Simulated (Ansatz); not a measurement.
Molecule: C$_{2}$H$_{4}$BO$_{2}$, charge 0, multiplicity 2. It need not be the lowest isomer of its formula. SMILES: B(O)(C=C)[O]
Coordinates optimised at B3LYP-D3(BJ)/def2-TZVP (Ansatz, a program for electronic structure):
```xyz
9

C     -1.7222    -0.6216    -0.7172
C     -0.9681    -0.4387     0.3644
B      0.4718     0.1658     0.2350
O      1.1931     0.3304     1.3592
O      0.9761     0.5152    -0.9938
H     -1.3654    -0.3605    -1.7067
H     -2.7218    -1.0382    -0.6538
H     -1.3523    -0.7095     1.3411
H      1.8684     0.8767    -0.9615
```
Charge 0, spin multiplicity 2.

Quantity: atomisation energy (electronic, to ground-state atoms), in kcal/mol. Cores are frozen in the correlated levels unless marked. UHF or UKS for open shells. Spin-orbit coupling is left out. No relativistic terms. The coupled-cluster limit lacks core correlation, which all-electron functionals hold. CBS marks a two-point X^-3 extrapolation of the correlation energy; Hartree-Fock from the larger set.

| level | program | atomisation energy (kcal/mol) |
|---|---|---|
| BLYP/def2-TZVPD | Ansatz | 918.2 |
| B3LYP-D3(BJ)/def2-TZVPD | Ansatz + dftd3 | 921.1 |
| PBE0/def2-SVP | Ansatz | [?] |
| PBE0/def2-QZVPP | Ansatz | 923.0 |
| BHLYP-D4/def2-TZVPD | Ansatz + dftd4 | 887.7 |
| r2SCAN0-D4/def2-TZVPD | Ansatz + dftd4 | 907.5 |
| HSE06/def2-TZVPD | Ansatz | 922.3 |
| CAM-B3LYP-D4/def2-TZVPD | Ansatz + dftd4 | [?] |
| SCS-MP2/6-31G | Ansatz | 778.7 |
| SCS-MP2/cc-pVTZ | Ansatz | 902.1 |
| CCSD(T)/CBS(cc-pVTZ,cc-pVQZ) | Ansatz | [?] |

Task: Complete the blanks.

Result: 
- PBE0/def2-SVP, atomisation energy (kcal/mol): 932.7
- CAM-B3LYP-D4/def2-TZVPD, atomisation energy (kcal/mol): 924.3
- CCSD(T)/CBS(cc-pVTZ,cc-pVQZ), atomisation energy (kcal/mol): 914.9
